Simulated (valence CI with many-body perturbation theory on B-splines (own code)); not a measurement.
## Cd¹⁴⁺: one-electron terms

Level of theory: configuration interaction combined with many-body perturbation theory (CI+MBPT): six valence electrons over a frozen Dirac-Fock core [Ar] 3d10, radial functions for each j: 9 s, 9 p, 8 d, 6 f, 3 g, 1 h, with the one-electron correlation potential Σ1 (screened to all orders), the two-electron term Σ2, the three-electron term Σ3, Breit, model QED; selected single and double excitations, second order for the rest, scaled by the run's own slope (own B-spline code, finite nucleus).

No measured levels were compared; by estimate levels hold to about 250 cm⁻¹ or 0.2 % of their energy and the worst to 1 %, as in measured heavy ions of charge 2 to 7; those with d or f electrons hold less well. Among the levels kept, up to 1200 cm⁻¹ of a level comes from second order outside the variational space, and about a tenth of that is noise between levels of different J, which matters for small intervals.

These are the spectroscopic orbitals of the CI (the correlating ones are not listed), shaped by the core and the other valence electrons. h is the expectation value of the core's Dirac-Fock operator, without the valence repulsion; Σ1 is computed up to l = 3 at one energy for each symmetry, that of its lowest orbital but kept below the first core excitation, so for empty shells it is not the orbital's own correlation shift; Breit and QED include the response of the core.

| Orbital | h (hartree) | Σ1 (cm⁻¹) | Breit (cm⁻¹) | QED (cm⁻¹) | ⟨r⟩ (bohr) |
| --- | --- | --- | --- | --- | --- |
| 4s1/2 | -19.968 | -10880 | 1607 | 1236 | 0.8044 |
| 5s1/2 | -11.303 | -3265 | 609 | 470 | 1.473 |
| 6s1/2 | -7.266 | -1445 | 290 | 226 | 2.351 |
| 7s1/2 | -5.069 | -784 | 164 | 127 | 3.423 |
| 4p1/2 | -18.446 | -10436 | 2432 | -61.0 | 0.8303 |
| 5p1/2 | -10.592 | -3212 | 929 | -22.9 | 1.540 |
| 6p1/2 | -6.8886 | -1476 | 461 | -11.3 | 2.449 |
| 7p1/2 | -4.8446 | -817 | 264 | -6.5 | 3.554 |
| 4p3/2 | -18.105 | -9741 | 1512 | 55.9 | 0.8483 |
| 5p3/2 | -10.443 | -3061 | 581 | 21.7 | 1.564 |
| 6p3/2 | -6.8104 | -1419 | 301 | 10.9 | 2.479 |
| 7p3/2 | -4.7985 | -789 | 173 | 6.3 | 3.590 |
| 4d3/2 | -15.604 | -9010 | 762 | -66.2 | 0.8995 |
| 5d3/2 | -9.2759 | -2986 | 309 | -25.9 | 1.695 |
| 6d3/2 | -6.1887 | -1483 | 165 | -13.7 | 2.668 |
| 4d5/2 | -15.538 | -8823 | 403 | -34.3 | 0.9047 |
| 5d5/2 | -9.2464 | -2936 | 160 | -13.4 | 1.701 |
| 6d5/2 | -6.1727 | -1459 | 85.7 | -7.0 | 2.676 |
| 4f5/2 | -12.876 | -7295 | 112 | -17.4 | 0.9642 |
| 5f5/2 | -8.0765 | -2616 | 58.0 | -9.2 | 1.840 |
| 4f7/2 | -12.87 | -7207 | -13.3 | -11.7 | 0.9652 |
| 5f7/2 | -8.0727 | -2580 | -6.9 | -6.4 | 1.841 |
| 5g7/2 | -7.6153 |  | 0.3 | -0.7 | 1.775 |
| 5g9/2 | -7.6141 |  | -1.8 | 0.3 | 1.775 |

Among the shells of the start configuration 4s2 4p4, Σ1 is largest in size for 4s1/2, where it is 0.25 % of h.

Lowest root of each symmetry, sizes in configuration state functions:

```tsv
J	Parity	Roots	Reference	Variational	Second order	Change by selected CI (cm⁻¹)	Change by second order (cm⁻¹)
0	even	3	24	43897	1068544	-18600	-58
1	even	2	46	56048	3388534	-17525	-146
2	even	3	65	52080	5310614	-17673	-187
0	odd	5	26	59950	1452508	-17425	-52
1	odd	10	69	59158	4854778	-17757	-321
2	odd	11	85	54190	8536758	-16446	-826
3	odd	9	75	52905	9834742	-23505	-1044
4	odd	5	51	52979	7971113	-23698	-888
5	odd	1	27	53890	5255594	-29601	-660
```
